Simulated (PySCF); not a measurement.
Br2Ge (SMILES [Br][Ge][Br]), singlet, geometry from GFN2-xTB. Base run: PySCF with TPSS/STO-3G.

PySCF was given this input:
```python
from pyscf import gto, scf, dft

mol = gto.M(
    atom='''
Ge    0.01682949    0.00687689    1.03311619
Br    1.00009172   -1.51961211   -0.47860423
Br   -1.01547868    1.51332467   -0.46595914
''',
    basis='sto-3g',
    verbose=4,
)

mf = dft.RKS(mol)
mf.xc = 'tpss'
mf.kernel()
```

Each row names what was changed in the base input (with any setting that the change needs).

```json
[
 {"change": "base", "ΔE vs base (mEh)": "0.000", "SCF cycles": "11", "outcome": "converged"},
 {"change": "solver = newton", "ΔE vs base (mEh)": "0.000", "SCF cycles": "-", "outcome": "converged"},
 {"change": "diis_space = 2", "ΔE vs base (mEh)": "0.000", "SCF cycles": "41", "outcome": "converged"},
 {"change": "init_guess = huckel", "ΔE vs base (mEh)": "-", "SCF cycles": "50", "outcome": "not converged"},
 {"change": "diis_space = 20", "ΔE vs base (mEh)": "0.000", "SCF cycles": "11", "outcome": "converged"},
 {"change": "diis_space = 4", "ΔE vs base (mEh)": "0.000", "SCF cycles": "11", "outcome": "converged"},
 {"change": "init_guess = sap", "ΔE vs base (mEh)": "0.000", "SCF cycles": "13", "outcome": "converged"},
 {"change": "diis_space = 12", "ΔE vs base (mEh)": "0.000", "SCF cycles": "11", "outcome": "converged"},
 {"change": "damp = 0.5; diis_start_cycle = 5", "ΔE vs base (mEh)": "0.000", "SCF cycles": "17", "outcome": "converged"},
 {"change": "solver = newton; init_guess = 1e", "ΔE vs base (mEh)": "15172.2", "SCF cycles": "-", "outcome": "another SCF solution"},
 {"change": "conv_tol = 1e-12", "ΔE vs base (mEh)": "0.000", "SCF cycles": "16", "outcome": "converged"},
 {"change": "conv_tol_grad = 1e-7", "ΔE vs base (mEh)": "0.000", "SCF cycles": "13", "outcome": "converged"},
 {"change": "diis = off; damp = 0.6 (with mf.diis_start_cycle = 200; with mf.max_cycle = 150)", "ΔE vs base (mEh)": "0.000", "SCF cycles": "18", "outcome": "converged"}
]
```

A guess, shift, damping, solver or small numerical setting can't move a converged solution much, so rows marked as another SCF solution ended in a different state.
